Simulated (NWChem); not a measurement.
# BNH3Cl; SMILES NBCl

```xyz
6

B     -0.5823     0.5409     0.0000
H     -1.7641     0.6778     0.0000
Cl     0.0895    -1.1145     0.0000
N      0.2765     1.6327     0.0000
H     -0.0659     2.5836     0.0000
H      1.2849     1.5513     0.0000
```
Atoms are numbered in this order, from 1.

Computed with NWChem. Coordinates come from a B3LYP/6-31G* (spherical d) optimisation. LC-ωPBE (HJS hole) with def2-SVP; x = 1 − exp(−ω/0.25 bohr⁻¹) is a scale chosen for this fit.

```csv
row,x,−ε(HOMO) (eV)
ω = 0.20,0.551,9.48
ω = 0.25,0.632,withheld
ω = 0.35,0.753,10.76
ω = 0.80,0.959,12.30
```

Task: Fit a straight line of the last column on the one before it, predict the withheld value, and compare with the run.

Result: 
1. Means of the 3 shown rows: x = 0.7543, y = 10.847. Slope Σ(x − x̄)(y − ȳ)/Σ(x − x̄)² = 0.5755/0.08323 = 6.914; intercept 5.631.
2. The shown rows scatter about the line by 0.055 (root mean square); the largest residual is -0.08, at ω = 0.35.
3. At x = 0.632 (ω = 0.25; inside the shown range) the line gives 10.00.
4. The run gives 9.98, -0.02 from the line, 0.4 times the scatter.
